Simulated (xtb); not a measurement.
Al(H)(Me)(OH) (CH5AlO), SMILES [CH3][AlH][OH]. All values are semi-empirical tight-binding results from xtb (GFN2-xTB unless named), good for trends rather than for accurate numbers. Geometry optimised at GFN2-xTB. One conformer was computed; it need not be the lowest.

Optimised geometry:

```xyz
8

Al    -0.3772    -0.2415    -0.1438
H     -1.6525    -0.8748    -0.7067
C      0.1584     1.6270    -0.5838
H      1.1269     1.6693    -1.0922
H      0.2596     2.2473     0.3126
H     -0.5661     2.1211    -1.2353
O      0.4799    -1.2423     0.8372
H      0.9461    -1.8474     1.3969
```

For metal compounds this method's bond lengths and energies can be far off.

### Question
Estimate the properties. (Estimate from the structure and the level; the computed values follow.)

### Answer

point group as xtb finds it: Cs
orbital gap: 4.60 eV
zero-point energy: 33.6 kcal/mol
G − E(el) at 298.15 K (modified RRHO): 16.2 kcal/mol

Computed atomic charges and the Wiberg bond orders between heavy atoms:
charges (e) Al1 0.34, H2 -0.14, C3 -0.21, H4 0.05, H5 0.06, H6 0.05, O7 -0.45, H8 0.31. Bond orders Al1–C3 1.04, Al1–O7 1.41.
